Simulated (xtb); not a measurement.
xtb input (GFN1-xTB):

```bash
xtb mol.xyz --gfn 1 --opt tight --chrg 0 --uhf 0
```
mol.xyz:
```
8

Si    -1.83888356    -0.35200173     0.13559733
Si     0.47192453    -0.72337555     0.04848364
Cl     1.42908147     1.10583816    -0.19056237
H     -2.28730604     0.28706654    -1.12320017
H     -2.54461652    -1.64589202     0.30623948
H     -2.15718404     0.53302428     1.27992066
H      0.98082638    -1.33668723     1.29559394
H      0.85132163    -1.58147822    -1.09612723
```

End of the output:

```
Writing topology from bond orders to xtbtopo.mol

 dipole moment from electron density (au)
     X       Y       Z
   0.1467  -0.2444   0.0171  total (Debye):    0.726

           -------------------------------------------------
          |                Geometry Summary                 |
           -------------------------------------------------

      molecular mass/u    :       96.6636388
   center of mass at/Å    :        0.1140835       0.0420192      -0.0104779
  moments of inertia/u·Å² :        0.4287753E+02   0.2288981E+03   0.2611300E+03
rotational constants/cm⁻¹ :        0.3931577E+00   0.7364688E-01   0.6455649E-01

 * 7 selected distances

     #   Z          #   Z                                           value/Å
     1  14 Si       2  14 Si                                      2.3315266 (max)
     2  14 Si       3  17 Cl                                      2.0111235
     1  14 Si       4   1 H                                       1.4646199
     1  14 Si       5   1 H                                       1.4629174 (min)
     1  14 Si       6   1 H                                       1.4646199
     2  14 Si       7   1 H                                       1.4631720
     2  14 Si       8   1 H                                       1.4631720

 * 3 distinct bonds (by element types)

   Z      Z             #   av. dist./Å        max./Å        min./Å
   1 H   14 Si          5     1.4637002     1.4646199     1.4629174
  14 Si  14 Si          1     2.3315266     2.3315266     2.3315266
  14 Si  17 Cl          1     2.0111235     2.0111235     2.0111235

optimized geometry written to: xtbopt.xyz

           -------------------------------------------------
          | TOTAL ENERGY              -10.724058431408 Eh   |
          | GRADIENT NORM               0.000075638264 Eh/α |
          | HOMO-LUMO GAP               4.485755271457 eV   |
           -------------------------------------------------

------------------------------------------------------------------------
------------------------------------------------------------------------
 total:
 SCF:
 ANC optimizer:
```
